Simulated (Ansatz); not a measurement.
Nudged elastic band run: CH$_{6}$AlNSi

Input:

```yaml
crystal:
  periodic: [false, false, false]
  atoms:
    - { symbol: C, position_ang: [-1.628107, 0.263092, -0.360835] }
    - { symbol: Si, position_ang: [0.003091, -0.650201, -0.156033] }
    - { symbol: "N", position_ang: [1.163608, 0.051366, 0.996049] }
    - { symbol: Al, position_ang: [2.135085, 0.156684, -0.488368] }
    - { symbol: H, position_ang: [-2.1885, -0.137334, -1.220402] }
    - { symbol: H, position_ang: [-2.258882, 0.134761, 0.533969] }
    - { symbol: H, position_ang: [-1.471262, 1.339217, -0.522713] }
    - { symbol: H, position_ang: [-0.334253, -2.088196, 0.091212] }
    - { symbol: H, position_ang: [1.09031, 0.200229, 1.997797] }
    - { symbol: H, position_ang: [3.57191, 0.679282, -0.867677] }
basis:
  gaussian: { orbitals: def2-SVP }
hamiltonian:
  xc: cam_b3lyp
  dispersion: d4
neb:
  order_check: false
  images: 6
  f_tol: 0.05
  max_iterations: 60
  climbing: false
  final_atoms:
    - { symbol: C, position_ang: [-1.59314264, 0.5438447, -0.47221189] }
    - { symbol: Si, position_ang: [-1.23705587, -0.51866554, 1.07332635] }
    - { symbol: "N", position_ang: [0.49207643, -0.72644006, 1.00037522] }
    - { symbol: Al, position_ang: [1.86601282, -0.24974427, -0.06868553] }
    - { symbol: H, position_ang: [-2.37747337, 0.04303369, -1.06640135] }
    - { symbol: H, position_ang: [-2.04897489, 1.49173409, -0.13366728] }
    - { symbol: H, position_ang: [-0.75077193, 0.78369653, -1.13746469] }
    - { symbol: H, position_ang: [3.29898597, -0.74036583, 0.37896853] }
    - { symbol: H, position_ang: [0.80451449, -1.28294668, 1.79811698] }
    - { symbol: H, position_ang: [1.628829, 0.60475336, -1.36935735] }
  initial_path:
    images:
      - { positions_ang: [[-1.628107, 0.263092, -0.360835], [0.003091, -0.650201, -0.156033], [1.163608, 0.051366, 0.996049], [2.135085, 0.156684, -0.488368], [-2.1885, -0.137334, -1.220402], [-2.258882, 0.134761, 0.533969], [-1.471262, 1.339217, -0.522713], [-0.334253, -2.088196, 0.091212], [1.09031, 0.200229, 1.997797], [3.57191, 0.679282, -0.867677]] }
      - { positions_ang: [[-1.62829368, 0.29087396, -0.37801841], [-0.09297731, -0.67557978, -0.06294608], [1.03567916, 0.07734766, 1.08462799], [2.07448023, 0.09757428, -0.41794615], [-2.20631214, -0.12774493, -1.23004911], [-2.28403511, 0.2900543, 0.49648504], [-1.39109347, 1.33863428, -0.61182344], [0.10899168, -1.97459279, 0.09636392], [1.09524068, -0.01132204, 2.01314282], [3.37131998, 0.64365506, -0.98683757]] }
      - { positions_ang: [[-1.62848037, 0.31865592, -0.39520182], [-0.18904562, -0.70095855, 0.03014084], [0.90775031, 0.10332933, 1.17320697], [2.01387546, 0.03846457, -0.34752431], [-2.22412429, -0.11815587, -1.23969621], [-2.30918823, 0.44534759, 0.45900108], [-1.31092493, 1.33805155, -0.70093387], [0.55223635, -1.86098958, 0.10151583], [1.10017136, -0.22287309, 2.02848864], [3.17072995, 0.60802812, -1.10599815]] }
      - { positions_ang: [[-1.62866705, 0.34643788, -0.41238524], [-0.28511393, -0.72633733, 0.12322775], [0.77982147, 0.12931099, 1.26178596], [1.95327069, -0.02064515, -0.27710246], [-2.24193643, -0.1085668, -1.24934332], [-2.33434134, 0.60064089, 0.42151712], [-1.2307564, 1.33746883, -0.79004431], [0.99548103, -1.74738637, 0.10666775], [1.10510203, -0.43442413, 2.04383446], [2.97013993, 0.57240118, -1.22515872]] }
      - { positions_ang: [[-1.62367215, 0.38654541, -0.42829622], [-0.46227777, -0.70754655, 0.29885052], [0.68388839, 0.01819584, 1.26240399], [1.9148318, -0.07870633, -0.21714782], [-2.26893263, -0.08279998, -1.22734323], [-2.30435461, 0.79449419, 0.32614051], [-1.12782924, 1.25810876, -0.87786598], [1.51451517, -1.5548392, 0.14777582], [1.0642741, -0.64630637, 2.01530874], [2.69255693, 0.56175424, -1.29682734]] }
      - { positions_ang: [[-1.61349564, 0.4389785, -0.44293478], [-0.72053714, -0.64458621, 0.55700913], [0.61995107, -0.23001613, 1.17506107], [1.89855881, -0.13571897, -0.16766039], [-2.30511288, -0.04085543, -1.17369593], [-2.21922804, 1.02690749, 0.17287125], [-1.00214347, 1.09997135, -0.96439888], [2.10933877, -1.28334808, 0.22484006], [0.97768757, -0.85851981, 1.94291149], [2.33798095, 0.57608728, -1.32100401]] }
      - { positions_ang: [[-1.60331914, 0.4914116, -0.45757333], [-0.97879651, -0.58162587, 0.81516774], [0.55601375, -0.4782281, 1.08771814], [1.88228582, -0.19273162, -0.11817296], [-2.34129313, 0.00108913, -1.12004864], [-2.13410146, 1.25932079, 0.01960199], [-0.8764577, 0.94183394, -1.05093179], [2.70416237, -1.01185695, 0.3019043], [0.89110103, -1.07073324, 1.87051423], [1.98340498, 0.59042032, -1.34518068]] }
      - { positions_ang: [[-1.59314264, 0.5438447, -0.47221189], [-1.23705587, -0.51866554, 1.07332635], [0.49207643, -0.72644006, 1.00037522], [1.86601282, -0.24974427, -0.06868553], [-2.37747337, 0.04303369, -1.06640135], [-2.04897489, 1.49173409, -0.13366728], [-0.75077193, 0.78369653, -1.13746469], [3.29898597, -0.74036583, 0.37896853], [0.80451449, -1.28294668, 1.79811698], [1.628829, 0.60475336, -1.36935735]] }
```

Command:

```bash
$ ansatz run input.yaml --threads 2 --pin off --max-ram 3072MiB --backend cpu --events-out ev --progress --plain --runs-dir out
```

Output, in part (warnings, iteration lines, the closing report on the highest movable image, with atoms numbered from 0):

```
NEB end point (image 0): max|allowed force component| = 1.298e-2 eV/Å (the criterion of neb.relax_end_points is 1.000e-2)
NEB end point (image 7): max|allowed force component| = 8.755e-3 eV/Å (the criterion of neb.relax_end_points is 1.000e-2)
NEB iter   1: max|band force component| = 9.325e0 eV/Å  barrier→ = 4.8018 eV  barrier← = 4.9830 eV  Δτ_max = 0.1973 Å  (225 SCF iters)
NEB iter   2: max|band force component| = 4.606e0 eV/Å  barrier→ = 3.5172 eV  barrier← = 3.6984 eV  Δτ_max = 0.1950 Å  (204 SCF iters)
NEB iter   3: max|band force component| = 2.702e0 eV/Å  barrier→ = 2.4329 eV  barrier← = 2.6141 eV  Δτ_max = 0.2000 Å  (199 SCF iters)
NEB iter   4: max|band force component| = 1.996e0 eV/Å  barrier→ = 1.8535 eV  barrier← = 2.0348 eV  Δτ_max = 0.2000 Å  (188 SCF iters)
NEB iter   5: max|band force component| = 1.326e0 eV/Å  barrier→ = 1.9312 eV  barrier← = 2.1125 eV  Δτ_max = 0.1988 Å  (184 SCF iters)
NEB iter   6: max|band force component| = 1.299e0 eV/Å  barrier→ = 1.7490 eV  barrier← = 1.9302 eV  Δτ_max = 0.2000 Å  (182 SCF iters)
NEB iter   7: max|band force component| = 9.389e-1 eV/Å  barrier→ = 1.5838 eV  barrier← = 1.7650 eV  Δτ_max = 0.2000 Å  (184 SCF iters)
NEB iter   8: max|band force component| = 1.369e0 eV/Å  barrier→ = 1.3046 eV  barrier← = 1.4858 eV  Δτ_max = 0.0997 Å  (184 SCF iters)
NEB iter   9: max|band force component| = 7.270e-1 eV/Å  barrier→ = 1.0922 eV  barrier← = 1.2734 eV  Δτ_max = 0.2000 Å  (177 SCF iters)
NEB iter  10: max|band force component| = 6.262e-1 eV/Å  barrier→ = 0.8986 eV  barrier← = 1.0798 eV  Δτ_max = 0.1779 Å  (172 SCF iters)
NEB iter  11: max|band force component| = 6.059e-1 eV/Å  barrier→ = 0.8744 eV  barrier← = 1.0556 eV  Δτ_max = 0.2000 Å  (173 SCF iters)
NEB iter  12: max|band force component| = 8.071e-1 eV/Å  barrier→ = 0.8304 eV  barrier← = 1.0116 eV  Δτ_max = 0.0994 Å  (166 SCF iters)
NEB iter  13: max|band force component| = 5.924e-1 eV/Å  barrier→ = 0.8256 eV  barrier← = 1.0068 eV  Δτ_max = 0.0995 Å  (165 SCF iters)
NEB iter  14: max|band force component| = 4.147e-1 eV/Å  barrier→ = 0.8225 eV  barrier← = 1.0037 eV  Δτ_max = 0.2000 Å  (169 SCF iters)
NEB iter  15: max|band force component| = 4.790e-1 eV/Å  barrier→ = 0.8310 eV  barrier← = 1.0123 eV  Δτ_max = 0.0990 Å  (166 SCF iters)
NEB iter  16: max|band force component| = 2.959e-1 eV/Å  barrier→ = 0.8299 eV  barrier← = 1.0111 eV  Δτ_max = 0.0996 Å  (155 SCF iters)
NEB iter  17: max|band force component| = 1.819e-1 eV/Å  barrier→ = 0.8282 eV  barrier← = 1.0094 eV  Δτ_max = 0.0993 Å  (155 SCF iters)
NEB iter  18: max|band force component| = 1.086e-1 eV/Å  barrier→ = 0.8262 eV  barrier← = 1.0074 eV  Δτ_max = 0.1879 Å  (158 SCF iters)
NEB iter  19: max|band force component| = 2.144e-1 eV/Å  barrier→ = 0.8196 eV  barrier← = 1.0008 eV  Δτ_max = 0.0169 Å  (163 SCF iters)
NEB iter  20: max|band force component| = 1.509e-1 eV/Å  barrier→ = 0.8186 eV  barrier← = 0.9998 eV  Δτ_max = 0.0411 Å  (142 SCF iters)
NEB iter  21: max|band force component| = 5.382e-2 eV/Å  barrier→ = 0.8164 eV  barrier← = 0.9976 eV  Δτ_max = 0.0166 Å  (157 SCF iters)
NEB iter  22: max|band force component| = 5.003e-2 eV/Å  barrier→ = 0.8170 eV  barrier← = 0.9982 eV  Δτ_max = 0.0206 Å  (141 SCF iters)
NEB iter  23: max|band force component| = 7.179e-2 eV/Å  barrier→ = 0.8163 eV  barrier← = 0.9975 eV  Δτ_max = 0.0103 Å  (144 SCF iters)
NEB iter  24: max|band force component| = 2.093e-2 eV/Å  barrier→ = 0.8169 eV  barrier← = 0.9982 eV  Δτ_max = 0.0000 Å  (303 SCF iters)
Total energy: -17091.06286570 eV, -628.0849755758 hartree
Atom 0 at    -1.682314     0.243857    -0.320217 Å, force    -0.095836     0.059875    -0.033977 eV/Å
Atom 1 at    -0.049553    -0.609610    -0.038134 Å, force     0.554372     0.638862    -0.860206 eV/Å
Atom 2 at     1.075414     0.009432     1.172017 Å, force     0.196035    -0.020841     0.028484 eV/Å
Atom 3 at     2.014817     0.224654    -0.354460 Å, force     0.209869     0.465689    -0.079768 eV/Å
Atom 4 at    -2.465829    -0.390496    -0.754256 Å, force    -0.023761    -0.056607     0.038373 eV/Å
Atom 5 at    -2.067553     0.747953     0.577646 Å, force    -0.005135    -0.084873     0.044734 eV/Å
Atom 6 at    -1.414254     1.019477    -1.049368 Å, force    -0.326769     0.116415    -0.031827 eV/Å
Atom 7 at     0.196323    -1.945552    -0.575735 Å, force    -0.893633    -1.085365     0.604593 eV/Å
Atom 8 at     1.014395     0.101375     2.180370 Å, force     0.007484    -0.286057     0.085899 eV/Å
Atom 9 at     3.461553     0.547809    -0.834865 Å, force     0.377374     0.252902     0.203695 eV/Å
Dipole moment:    -0.168241     0.121646     0.172738 e Å
```

It converged. Beside the main top the profile has a ripple of under 15 meV (maxima at images 1, 5), which may be a very shallow well or noise. No image climbed, so the highest image needn't sit at the top of the path. A band with more images between the same ends climbed to 1.70 eV, so this one has probably stepped over the top. The orbitals stay closed-shell, which can raise the energy where a bond breaks towards radicals; this wasn't checked here.

Final band (atoms are numbered from 1 in the order of the input):

| image | path coordinate (Å) | energy (kcal/mol) | Si2–Al4 (Å) | Si2–H8 (Å) | Al4–H8 (Å) |
| --- | --- | --- | --- | --- | --- |
| 0 | 0.00 | 0.0 | 2.30 | 1.50 | 3.39 |
| 1 | 1.44 | 18.8 | 2.25 | 1.46 | 2.84 |
| 2 | 2.88 | 16.9 | 2.64 | 1.91 | 1.68 |
| 3 | 4.33 | 0.9 | 3.13 | 3.40 | 1.57 |
| 4 | 5.77 | -1.1 | 3.12 | 3.86 | 1.58 |
| 5 | 7.21 | -1.0 | 3.14 | 4.25 | 1.58 |
| 6 | 8.66 | -3.5 | 3.29 | 4.56 | 1.58 |
| 7 | 10.10 | -4.2 | 3.32 | 4.59 | 1.58 |

Run time: 5.8 min on 2 threads of Arm Neoverse V1 (shared host), peak memory 0.23 GiB.
